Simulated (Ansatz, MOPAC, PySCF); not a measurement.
Noncovalent pair: AsH3 (SMILES [AsH3]) (first 4 atoms) with H2Se (SMILES [SeH2]); geometry from B3LYP-D3(BJ)/def2-TZVP, rigid monomers moved along the line of their centres of mass till As1···Se5 is 5.22 Å.
(charge 0, multiplicity 1):
```xyz
7

As    -0.18873    -0.11764    -0.35513
H     -0.15344    -0.09021    -1.88061
H      1.30997     0.13333    -0.25092
H     -0.50743     1.36942    -0.26977
Se     0.01152    -0.69078     4.82872
H     -1.43229    -0.75935     4.56651
H     -0.21903    -0.18194     6.19055
```

Counterpoise-corrected where a basis set is named; no monomer relaxation. Rows marked so take none.

Correlated levels freeze the cores. Filled d and f shells under p-block atoms count as core. CBS(a, b) extrapolates the correlation energy as X⁻³ and adds the Hartree–Fock energy of set b. Rows in 3-21G, 6-31G*, LANL2DZ carry no dispersion term and start afresh at each structure (6-31G* with six Cartesian d functions); the Pople sets are all-electron and without relativity. MP2/6-31G* freezes PySCF's default core, which leaves 3d correlated. LANL2DZ brings its own core potentials from Na on. The state reached by AM1, PM3, PM7 isn't checked; PM7 holds dispersion and hydrogen-bond terms.

The values were computed with Ansatz (an electronic-structure program); MOPAC for AM1, PM3, PM7 (differences of heats of formation); PySCF for 3-21G rows, 6-31G* rows, LANL2DZ rows, the dispersion terms. 

Other levels give for the interaction energy: PBE/def2-TZVPPD -9.8; B3LYP/def2-TZVPPD -1.1; B3LYP-D3(BJ)/def2-TZVPPD -18.5; wB97M-V/def2-TZVPPD -15.1; MP2/CBS(aug-cc-pVDZ, aug-cc-pVTZ) + ΔCCSD(T)/aug-cc-pVDZ -16.3 meV.

Problem. What do these common cheap choices give for the same quantity: AM1, PM3, PM7, HF/3-21G (no counterpoise), B3LYP/6-31G*, B3LYP/6-31G* (no counterpoise), B3LYP/LANL2DZ (no counterpoise), MP2/6-31G*?

Solution. AM1 -3.8; PM3 2.9; PM7 -3.4; HF/3-21G (no counterpoise) -10.2; B3LYP/6-31G* -3.4; B3LYP/6-31G* (no counterpoise) -4.7; B3LYP/LANL2DZ (no counterpoise) -8.0; MP2/6-31G* -13.4 meV. They span -13.4 to 2.9 meV.
